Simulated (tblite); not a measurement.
CH₄N, charge -1, singlet, geometry from GFN2-xTB; GFN1-xTB with ALPB(water) (tblite).

Here is a job for tblite.
```
$ tblite run mol.xyz --method gfn1 --charge -1 --spin 0 --alpb water --json tblite.json --no-restart

# file mol.xyz
6

C      0.03918329     0.57726037     0.02256172
N      0.01386466    -0.79320152     0.08399166
H     -0.98685864     1.16240067     0.02218520
H     -0.49443487    -1.14362403    -0.75261679
H      0.57583997     0.97766943     0.90352376
H      0.57330122     1.09240237    -0.89640406
```

Output, abridged:

```
xTB calculator
 | screened Coulomb repulsion
 | Coulomb electrostatics
 |  * isotropic Klopman-Ohno-Mataga-Nishimoto electrostatics
 |  * onsite third-order electrostatics
 | DFT-D3(BJ) dispersion correction
 | Interactions (3)
 | [1] alpb/gbsa reaction field model
 | [2] cds contribution to solvation
 | [3] empirical free energy shift and standard state/solvent correction

halogen bonding energy    0.0000000000000E+00 Eh
repulsion energy          6.3931455768293E-02 Eh
dispersion energy        -8.4861121485274E-04 Eh
interaction energy        2.9319383166485E-03 Eh
number of electrons       1.4000000000000E+01 e
integral cutoff           1.9731147476801E+01 bohr

------------------------------------------------------------
  cycle        total energy    energy error   density error
------------------------------------------------------------
      1     -7.596420222313  -7.6624350E+00   6.6456336E-01
      2     -7.671664723438  -7.5244501E-02   3.4456952E-01
      3     -7.678164471476  -6.4997480E-03   9.3018794E-02
      4     -7.679093905988  -9.2943451E-04   2.4532495E-02
      5     -7.679012153541   8.1752447E-05   2.7200537E-02
      6     -7.679510830614  -4.9867707E-04   1.4819263E-03
      7     -7.679512349746  -1.5191322E-06   2.3363762E-04
      8     -7.679512385913  -3.6167166E-08   5.6378287E-05
      9     -7.679512387802  -1.8893136E-09   1.5995729E-05
------------------------------------------------------------

electronic energy        -7.7455271706725E+00 Eh
total energy             -7.6795123878024E+00 Eh

Post processing:
 | Mayer-Wiberg bond orders

[Info] JSON dump of results written to 'tblite.json'
```
